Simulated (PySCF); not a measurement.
Compounds:
1. `C=N[Si@@](N)(P)n1cccc1`, C$_{5}$H$_{10}$N$_{3}$PSi
2. SMILES C#C[Si@@H]1CC=C(C#N)CC1, C$_{8}$H$_{9}$NSi
3. `InChI=1S/C6H7NOSi/c1-7-9-6-4-2-3-5-8/h5,7H,9H2,1H3`
4. SMILES C=C(C#CC)/C=C\[SiH2]C#N, C$_{8}$H$_{9}$NSi
5. `F[SiH2]C/C=C(\F)[SiH3]`, C$_{3}$H$_{8}$F$_{2}$Si$_{2}$
6. `InChI=1S/C3H4F2O2Si/c1-2-6-3(4,5)8-7-2/h1,8H2`

Theoretical values (PySCF 2.14.0 with density-fitted response routines): shieldings: GIAO PBE0/pcSseg-1, geometry: GFN2-xTB. No relativistic terms, no solvent, averaged over atoms made equivalent by symmetry, fast rotation or ring inversion, one computed conformer.

Referencing at the same level of theory: TMS for 1H (31.72 ppm), 13C (186.93 ppm). Shifts are as computed. Against solution values, carbons near 30 ppm lie about +3 ppm off and those near 130 ppm about +5 ppm. Of 1309 compounds with measured shifts, 239 miss one by over three times the rms of a fit or turn the order of signals round; such compounds aren't used in these exercises. OH and NH positions are gas-phase values without hydrogen bonding to other molecules.

Task: Which show a 13C signal between 60 and 100 ppm?

Result: 2 (88.1: alkyne carbon); 3 (94.6, 89.7, 75.5: alkyne carbon); 4 (86.8: alkyne carbon); 6 (71.4: β carbon of an enol-ether or enamine type C=C).

Task: Which show a 1H signal above 9 ppm from a carbon-bound hydrogen?

Result: 3 (9.55: hydrogen on an aldehyde carbonyl carbon).

Task: Which give exactly 6 13C signals?

Result: 3 (δ 181.0, 105.3, 94.6, 89.7, 75.5, 31.7).
